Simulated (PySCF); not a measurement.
**How methods differ on the excitation energy of B**

B [He] 2s2 2p1 (2P) → B [He] 2s1 2p2 (4P), as a difference of total energies. Computed with PySCF 2.14 in aug-cc-pwCVTZ, with no relativity, point nucleus. Correlated levels: valence: 1s2 frozen; valence and next inner shell: nothing frozen. The calculations carry no spin-orbit coupling.

```
                                method  excitation energy (cm⁻¹)
                                   UHF                     17721
                                   LDA                     26554
                                   PBE                     26481
                                  PBE0                     26043
                                r2SCAN                     23726
                                 HSE06                     26031
                             BHandHLYP                     29285
                             CAM-B3LYP                     29226
                                 wB97X                     26471
                         MP2 (valence)                     25164
                     SCS-MP2 (valence)                     28246
    MP2 (valence and next inner shell)                     25165
SCS-MP2 (valence and next inner shell)                     28272
```
